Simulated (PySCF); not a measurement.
Atomic charges by several schemes

Compound: C6H12O2SSi.
Cartesian coordinates in Å at the GFN2-xTB level; atoms count from 1:
```xyz
22
C6H12O2SSi angstrom
O     -0.1279   -1.0087   -2.1343
S     -0.4305   -1.2903   -0.7298
C     -1.8114   -0.1865   -0.1756
C     -1.6783   -0.3036    1.3354
C     -0.1735   -0.1914    1.6442
C      0.5219   -0.0481    0.2945
O      1.8669   -0.2861    0.3493
Si     2.8449   -0.9046   -0.8000
C      0.1394    1.2662   -0.3775
C     -1.3662    1.1798   -0.6711
H     -2.7818   -0.4972   -0.5564
H     -2.2502    0.4796    1.8358
H     -2.0674   -1.2664    1.6694
H      0.2023   -1.0868    2.1410
H      0.0559    0.6640    2.2813
H      2.4758   -2.2884   -1.0952
H      2.8542   -0.1065   -2.0228
H      4.0790   -0.7957   -0.0352
H      0.7126    1.3545   -1.3006
H      0.3960    2.1089    0.2663
H     -1.5464    1.2517   -1.7440
H     -1.9259    1.9749   -0.1754
```

Density: PBE0/pcSseg-1 (PySCF); schemes: Mulliken, IAO, Hirshfeld and ESP-fitted. Geometry: GFN2-xTB, one conformer, isolated molecule.

What partial charge does each atom carry?

In e; atoms taken as equivalent share a row and are averaged (×n: the atom named and its like, n in all):

```csv
atom,environment,Mulliken,IAO,Hirshfeld,ESP-fitted
O1,sulfinyl oxygen,-0.609,-0.905,-0.339,-0.420
S2,sulfinyl sulfur,+0.669,+1.003,+0.307,+0.148
C3,sp3 carbon bound to sulfur,-0.419,-0.244,-0.038,+0.243
C4,ring CH2 carbon,-0.157,-0.277,-0.074,-0.545
C5,ring CH2 carbon,-0.098,-0.284,-0.083,+0.034
C6,sp3 carbon bound to oxygen,-0.150,+0.107,+0.076,+0.254
O7,silyl ether oxygen,-0.617,-0.616,-0.208,-0.500
Si8,oxygen-bound silicon,+0.681,+0.854,+0.366,+0.524
C9,ring CH2 carbon,-0.102,-0.289,-0.085,+0.059
C10,ring CH2 carbon,-0.130,-0.276,-0.074,-0.406
H11,methine hydrogen,+0.130,+0.153,+0.049,+0.072
H12,methylene hydrogen,+0.138,+0.146,+0.046,+0.179
H13,methylene hydrogen,+0.140,+0.147,+0.041,+0.141
H14,methylene hydrogen,+0.139,+0.151,+0.040,+0.065
H15,methylene hydrogen,+0.135,+0.147,+0.046,+0.059
H16/H17/H18,Si–H hydrogen,-0.106,-0.140,-0.080,-0.087
H19,methylene hydrogen,+0.152,+0.157,+0.039,+0.051
H20,methylene hydrogen,+0.133,+0.146,+0.044,+0.050
H21,methylene hydrogen,+0.152,+0.159,+0.044,+0.132
H22,methylene hydrogen,+0.132,+0.142,+0.044,+0.121
```

Mean size of the charges over all atoms: IAO 0.301 e, Mulliken 0.236 e, ESP-fitted 0.194 e, Hirshfeld 0.104 e. Each set sums to the total charge, 0, to within 0.001 e. The Mulliken scheme gives each basis function's population to the atom it is centred on and halves the overlap population of two atoms between them. The Hirshfeld scheme weights the molecular density at each point by an atom's share of the summed free-atom densities.

Lowest charge. The schemes don't all agree: Mulliken O7 (-0.617); IAO O1 (-0.905); Hirshfeld O1 (-0.339); ESP-fitted C4 (-0.545).

Highest charge. The schemes don't all agree: Mulliken Si8 (+0.681); IAO S2 (+1.003); Hirshfeld Si8 (+0.366); ESP-fitted Si8 (+0.524).

How many electrons does the Mulliken scheme count on S2?

Z − q = 16 − (+0.669) = 15.331.

Sum the charges by element, for elements with more than one atom.

```csv
element,atoms,Mulliken,IAO,Hirshfeld,ESP-fitted
O,2,-1.226,-1.521,-0.548,-0.921
C,6,-1.056,-1.264,-0.278,-0.362
H,12,+0.932,+0.928,+0.154,+0.610
```

How closely do the schemes follow one another over all atoms?

Correlation coefficient and root-mean-square difference: IAO with Hirshfeld 0.98, 0.264 e; Mulliken with IAO 0.96, 0.141 e; Mulliken with Hirshfeld 0.93, 0.186 e; Hirshfeld with ESP-fitted 0.76, 0.174 e; IAO with ESP-fitted 0.73, 0.279 e; Mulliken with ESP-fitted 0.66, 0.239 e.
